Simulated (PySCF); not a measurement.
Selenium: a sound run and one with changed settings

Sound run: Se⁺ [Ar] 3d10 4s2 4p3, Se²⁺ [Ar] 3d10 4s2 4p2. All numbers are calculated (PySCF 2.14, scalar relativity through the core potential, in cc-pVDZ-PP with ECP10MDF (4s3p2d, 23 functions)). In the sound run the correlated levels freeze 3s2 3p6 3d10 outside the core potential. The sound run starts from symmetry-adapted Hartree-Fock orbitals and uses a fine grid where one is needed.

Changed run: all electrons correlated in a basis built for the valence shell.

| species | method | sound run (hartree) | changed run (hartree) | converged |
| --- | --- | --- | --- | --- |
| Se⁺ | MP2 | -371.58864 | -371.61039 | yes |
| Se²⁺ | MP2 | -370.80963 | -370.83011 | yes |

Ionisation energy of Se⁺:

```json
{"method": "UHF", "sound run (eV)": "20.842", "changed run (eV)": "20.842"}
{"method": "MP2", "sound run (eV)": "21.198", "changed run (eV)": "21.232"}
{"method": "SCS-MP2", "sound run (eV)": "21.076", "changed run (eV)": "21.096"}
```

A valence basis has no tight correlating functions, so it recovers only part of the core correlation, and not evenly between atom and ion.

For comparison, NIST gives 21.196 ± 0.01 eV between the lowest levels.
